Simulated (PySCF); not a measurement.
C4H8FS2 (doublet state).
Z-matrix (Å and degrees, GFN2-xTB geometry), rows numbered from 1:
```
C 
S   1  1.8155
C   2  1.8237  1  100.12
C   3  1.5101  2  111.24  1   -76.18
S   4  1.9781  3  104.34  2  -178.78
C   4  1.4246  3  114.08  2   -60.22
F   6  1.3412  4  118.93  3   162.04
H   1  1.0864  2  109.35  3   -57.26
H   1  1.0847  2  106.42  3  -176.06
H   1  1.0859  2  110.19  3    65.03
H   3  1.0893  2  108.87  1    46.90
H   3  1.0893  2  105.54  1   164.07
H   4  1.0893  3  113.55  2    71.29
H   5  1.3298  4   94.07  3  -178.32
H   6  1.0760  4  124.98  3   -35.98
```

The hyperfine couplings belong to this conformer and change with its torsions.

The species is `[CH]([C@@H](CSC)S)F` [radical].

Method: UKS B3LYP, pcH-1 on C F H S, non-relativistic, mean-field spin-orbit, GIAO (PySCF). The structure is a single GFN2-xTB conformer in the gas phase; no vibrational or solvent corrections. A GFN2-xTB geometry isn't a minimum of the functional, and hyperfine couplings can be far from their values at a DFT geometry. Stability of the SCF solution: not tested.

Principal values of hyperfine tensors in MHz (contact, dipolar and spin–orbit terms together), for some of the nuclei:

```
atom  isotope       A1      A2      A3
  F7      19F  -101.63  -67.93  592.10
  C6      13C    30.86   33.69  266.37
 H15       1H   -89.76  -57.67  -17.54
 H13       1H    16.86   20.00   31.80
  C4      13C   -28.95  -19.47  -14.72
  S5      33S    -4.04   -0.90   65.29
  C3      13C    13.43   13.82   17.00
 H14       1H   -12.06   -3.78    1.51
```

Task: Give the isotropic coupling of each nucleus in MHz and in mT (g = 2.0042), and the anisotropic part.

Result: a_iso = (A1 + A2 + A3)/3, Ti = Ai − a_iso; 1 mT corresponds to 28.051 MHz. The tensors hold a spin–orbit part: the run splits a_iso into a_FC + a_SO, and T includes its anisotropic share.

| atom | a_iso (MHz) | a_FC | a_SO | a_iso (mT) | T1 | T2 | T3 |
| --- | --- | --- | --- | --- | --- | --- | --- |
| F7 | 140.85 | 140.38 | 0.47 | 5.021 | -242.47 | -208.78 | 451.25 |
| C6 | 110.30 | 110.23 | 0.08 | 3.932 | -79.45 | -76.62 | 156.07 |
| H15 | -54.99 | -55.05 | 0.06 | -1.960 | -34.77 | -2.68 | 37.45 |
| H13 | 22.89 | 22.89 | 0.00 | 0.816 | -6.03 | -2.88 | 8.91 |
| C4 | -21.05 | -21.02 | -0.03 | -0.750 | -7.91 | 1.58 | 6.33 |
| S5 | 20.12 | 20.02 | 0.10 | 0.717 | -24.16 | -21.02 | 45.17 |
| C3 | 14.75 | 14.77 | -0.02 | 0.526 | -1.32 | -0.93 | 2.25 |
| H14 | -4.77 | -4.87 | 0.09 | -0.170 | -7.29 | 1.00 | 6.29 |

Task: What spin density at the nucleus of C6 lies behind its contact coupling (g_N = 1.40482)?

Result: a_FC = (2μ0/3) gₑ μB g_N μN ρ(0)/(2S·h) = 800.24 MHz × g_N × ρ(0)/(2S), with ρ in bohr⁻³. With a_FC = 110.23 MHz and 2S = 1, ρ(0) = 0.09805 bohr⁻³.

Task: S2 (33S, g_N = 0.42921) isn't in the table. Its spin density at the nucleus is 0.01449 bohr⁻³. What is its contact coupling?

Result: By the same relation, a_FC = 4.98 MHz. Its full tensor has the principal values 1.75, 2.55, 10.50 MHz.

Task: Which nucleus of the table has the largest anisotropic coupling, and what is its form?

Result: F7: -242.5, -208.8, 451.3 MHz (the dipolar term alone has -244.3, -207.8, 452.1), nearly axial, close to the ratio −1:−1:+2.

Task: What first-order splitting does C6 cause when the field lies along A1, A2 or A3 of its tensor (g taken as isotropic, no quadrupole term)?

Result: 2 lines (I = 1/2), spaced by |A_i|/(g × 13.996): 1.10, 1.20, 9.50 mT along the axes of A1, A2 and A3.

Hardware: one thread of an AMD EPYC, no GPU, shared host with 64 logical CPUs at a one-minute load of 60. Cost: 2.4 min of wall time (with the writing of density and orbital grids), 0.96 GiB resident at most.
